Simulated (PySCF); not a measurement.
Finite-field polarisability of Ga (gallium, neutral)

[Ar] 3d10 4s2 4p1, 2P determinant. All numbers are calculated (PySCF 2.14, scalar relativity through the core potential, in aug-cc-pVDZ-PP with ECP10MDF). Frozen: 3s2 3p6 3d10. Energy changes in a uniform field (μhartree):

| axis | F (au) | HF | MP2 | CCSD | CCSD(T) |
| --- | --- | --- | --- | --- | --- |
| x | 0.0021 | -98.760 | -97.198 | -94.858 | -94.909 |
| x | 0.0042 | -395.133 | -388.882 | -379.524 | -379.727 |
| y | 0.0016 | -103.364 | -102.945 | -100.629 | -100.659 |
| y | 0.0032 | -414.710 | -413.001 | -403.689 | -403.806 |

By symmetry the remaining axis equals x.

(1) Derive α along x at CCSD(T) from the two fields.

(2) And the mean polarisability at each level?

CCSD(T) lies more than 5 % above the reference; correlation of the frozen inner shells, absent here, would lower it.

A double-zeta set is small for polarisabilities.

Results:

(1) With ΔE = −αF²/2 − γF⁴/24, α = −(16 ΔE(F) − ΔE(2F))/(6F²) = 43.04 bohr³.

(2) The components xx, yy, zz at CCSD(T) are 43.04, 78.56, 43.04, the third axis being equal by symmetry to one of the two computed. Means: HF 56.75, MP2 56.17, CCSD 54.86, CCSD(T) 54.88 bohr³. Reference: 50 ± 3 bohr³ (recommended; Schwerdtfeger and Nagle, table of static dipole polarizabilities (2023 update)).
